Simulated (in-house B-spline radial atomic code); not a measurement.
## Cr⁵⁺: [Ar] 3d1

Level of theory: Dirac-Kohn-Sham BP86, spherical fractional occupations, Fermi nucleus of rms radius 3.6452 fm; calculated with an all-electron radial atomic-structure program (B-spline basis).

Effective charges: Z_r = [3n² - l(l+1)]/(2<r>) from the radius, Z_e = n√(-2ε) from the energy, and Slater's rules. Values are occupation-weighted means over j.

```tsv
shell	electrons	ε (eV)	<r> (bohr)	Z_r	Z_e	Slater
1s	2	-5967.9	0.06355	23.60	20.94	23.70
2s	2	-756.01	0.2928	20.49	14.91	19.85
2p	6	-649.34	0.2598	19.25	13.82	19.85
3s	2	-154.91	0.8608	15.68	10.12	12.75
3p	6	-125.24	0.894	13.98	9.10	12.75
3d	1	-79.162	0.9511	11.04	7.24	6.00
```

The least bound orbital is 3d5/2 at -79.1 eV, and it is also the most diffuse (<r> = 0.9519 bohr).

Spin-orbit splittings of the orbital energies (j = l + 1/2 above j = l - 1/2 when positive): 2p 8.641 eV, 3p 1.184 eV, 3d 0.1446 eV.

For the 1s electron the small component carries 0.742 % of the norm, the zero-frequency Breit interaction raises the level by 6.497 eV, self-energy by 3.137 eV, and vacuum polarisation lowers it by 0.2556 eV.
